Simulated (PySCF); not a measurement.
**Radial density of Rb⁺ (rubidium, charge +1)**

r2SCAN, [Kr], closed-shell 1S. Calculation: PySCF 2.14, in aug-cc-pVDZ-X2C; the spin-free X2C one-electron Hamiltonian (Gaussian nucleus).

```tsv
r (bohr)	4πr²ρ (e/bohr)
0.0295	46.20
0.0496	39.07
0.0834	44.95
0.140	54.48
0.236	32.62
0.397	39.34
0.667	20.15
1.12	6.767
1.89	4.101
3.18	0.4296
5.34	0.002716
```

Densities and radii are taken from the X2C orbitals without a picture-change correction, which distorts them close to the nucleus.
